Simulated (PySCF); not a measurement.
# Broadened absorption spectrum of BH3O3

BH3O3.
SMILES: `B(O)(O)O`

Computed, not measured: PySCF 2.14.0, density-fitted response routines, TDDFT B3LYP/def2-SVPD, vertical, gas phase, core orbitals frozen in the response. The structure is a single PBE0-D3(BJ)/def2-SVP conformer in the gas phase; no vibrational or solvent corrections. Torsions of this conformer, `[OH:1][B:2]([OH:3])[OH:4]`: H–O1–B2–O3 1°, H–O3–B2–O1 91°, H–O4–B2–O1 177°.

Computed states:

```csv
state,E (eV),f
S1,7.09,0.031
S2,7.45,0.0020
S3,8.12,0.024
S4,8.56,0.0010
S5,8.70,0.012
S6,8.74,0.044
S7,8.89,0.0002
S8,9.02,0.022
S9,9.05,0.0097
S10,9.58,0.016
```

Broadening: Gaussians 0.3 eV wide at half height, area fixed by f = 4.319×10⁻⁹ ∫ε dν̃. The width is an assumption, not a result. The curve ends short of the highest state used, and states not computed would add to its high-energy end.

Q: What does the envelope look like, and where are its maxima?

A: 
```json
{"E (eV)": "6.64", "ε (L mol⁻¹ cm⁻¹)": "5"}
{"E (eV)": "6.68", "ε (L mol⁻¹ cm⁻¹)": "15"}
{"E (eV)": "6.73", "ε (L mol⁻¹ cm⁻¹)": "50"}
{"E (eV)": "6.77", "ε (L mol⁻¹ cm⁻¹)": "115"}
{"E (eV)": "6.81", "ε (L mol⁻¹ cm⁻¹)": "243"}
{"E (eV)": "6.85", "ε (L mol⁻¹ cm⁻¹)": "463"}
{"E (eV)": "6.90", "ε (L mol⁻¹ cm⁻¹)": "903"}
{"E (eV)": "6.94", "ε (L mol⁻¹ cm⁻¹)": "1380"}
{"E (eV)": "6.98", "ε (L mol⁻¹ cm⁻¹)": "1911"}
{"E (eV)": "7.03", "ε (L mol⁻¹ cm⁻¹)": "2499"}
{"E (eV)": "7.07", "ε (L mol⁻¹ cm⁻¹)": "2773"}
{"E (eV)": "7.11", "ε (L mol⁻¹ cm⁻¹)": "2790"}
{"E (eV)": "7.15", "ε (L mol⁻¹ cm⁻¹)": "2547"}
{"E (eV)": "7.20", "ε (L mol⁻¹ cm⁻¹)": "1989"}
{"E (eV)": "7.24", "ε (L mol⁻¹ cm⁻¹)": "1477"}
{"E (eV)": "7.28", "ε (L mol⁻¹ cm⁻¹)": "1019"}
{"E (eV)": "7.32", "ε (L mol⁻¹ cm⁻¹)": "672"}
{"E (eV)": "7.37", "ε (L mol⁻¹ cm⁻¹)": "405"}
{"E (eV)": "7.41", "ε (L mol⁻¹ cm⁻¹)": "293"}
{"E (eV)": "7.45", "ε (L mol⁻¹ cm⁻¹)": "231"}
{"E (eV)": "7.49", "ε (L mol⁻¹ cm⁻¹)": "190"}
{"E (eV)": "7.54", "ε (L mol⁻¹ cm⁻¹)": "144"}
{"E (eV)": "7.58", "ε (L mol⁻¹ cm⁻¹)": "108"}
{"E (eV)": "7.62", "ε (L mol⁻¹ cm⁻¹)": "75"}
{"E (eV)": "7.66", "ε (L mol⁻¹ cm⁻¹)": "49"}
{"E (eV)": "7.71", "ε (L mol⁻¹ cm⁻¹)": "34"}
{"E (eV)": "7.75", "ε (L mol⁻¹ cm⁻¹)": "42"}
{"E (eV)": "7.79", "ε (L mol⁻¹ cm⁻¹)": "78"}
{"E (eV)": "7.83", "ε (L mol⁻¹ cm⁻¹)": "160"}
{"E (eV)": "7.88", "ε (L mol⁻¹ cm⁻¹)": "360"}
{"E (eV)": "7.92", "ε (L mol⁻¹ cm⁻¹)": "621"}
{"E (eV)": "7.96", "ε (L mol⁻¹ cm⁻¹)": "972"}
{"E (eV)": "8.00", "ε (L mol⁻¹ cm⁻¹)": "1379"}
{"E (eV)": "8.05", "ε (L mol⁻¹ cm⁻¹)": "1859"}
{"E (eV)": "8.09", "ε (L mol⁻¹ cm⁻¹)": "2113"}
{"E (eV)": "8.13", "ε (L mol⁻¹ cm⁻¹)": "2177"}
{"E (eV)": "8.17", "ε (L mol⁻¹ cm⁻¹)": "2032"}
{"E (eV)": "8.22", "ε (L mol⁻¹ cm⁻¹)": "1626"}
{"E (eV)": "8.26", "ε (L mol⁻¹ cm⁻¹)": "1224"}
{"E (eV)": "8.30", "ε (L mol⁻¹ cm⁻¹)": "849"}
{"E (eV)": "8.34", "ε (L mol⁻¹ cm⁻¹)": "569"}
{"E (eV)": "8.39", "ε (L mol⁻¹ cm⁻¹)": "411"}
{"E (eV)": "8.43", "ε (L mol⁻¹ cm⁻¹)": "468"}
{"E (eV)": "8.47", "ε (L mol⁻¹ cm⁻¹)": "715"}
{"E (eV)": "8.51", "ε (L mol⁻¹ cm⁻¹)": "1178"}
{"E (eV)": "8.56", "ε (L mol⁻¹ cm⁻¹)": "2064"}
{"E (eV)": "8.60", "ε (L mol⁻¹ cm⁻¹)": "2957"}
{"E (eV)": "8.64", "ε (L mol⁻¹ cm⁻¹)": "3879"}
{"E (eV)": "8.68", "ε (L mol⁻¹ cm⁻¹)": "4655"}
{"E (eV)": "8.73", "ε (L mol⁻¹ cm⁻¹)": "5178"}
{"E (eV)": "8.77", "ε (L mol⁻¹ cm⁻¹)": "5163"}
{"E (eV)": "8.81", "ε (L mol⁻¹ cm⁻¹)": "4838"}
{"E (eV)": "8.86", "ε (L mol⁻¹ cm⁻¹)": "4255"}
{"E (eV)": "8.90", "ε (L mol⁻¹ cm⁻¹)": "3850"}
{"E (eV)": "8.94", "ε (L mol⁻¹ cm⁻¹)": "3582"}
{"E (eV)": "8.98", "ε (L mol⁻¹ cm⁻¹)": "3412"}
```

Maxima: 175 nm (7.09 eV), ε about 2800, made up of S1 (100%); 153 nm (8.12 eV), ε about 2200, made up of S3 (100%); 142 nm (8.75 eV), ε about 5200, made up of S5 (19%) and S6 (76%) (ε in L mol⁻¹ cm⁻¹; maxima over ε = 5, shares over 10%).

Q: What would ε be at 8.75 eV, the highest of these maxima, with half the width (0.15 eV)?

A: About 9470 L mol⁻¹ cm⁻¹ against 5220, a factor of about 1.8; a lone state at its own centre would give exactly 2.

Q: Coming from long wavelengths, where does ε first pass 100 L mol⁻¹ cm⁻¹?

A: At about 183 nm (6.76 eV), 0.33 eV below S1.

All these states lie below the vertical ionisation energy of 11.77 eV (ΔSCF).

On x86-64 server, one thread (shared host), this took 41 s.
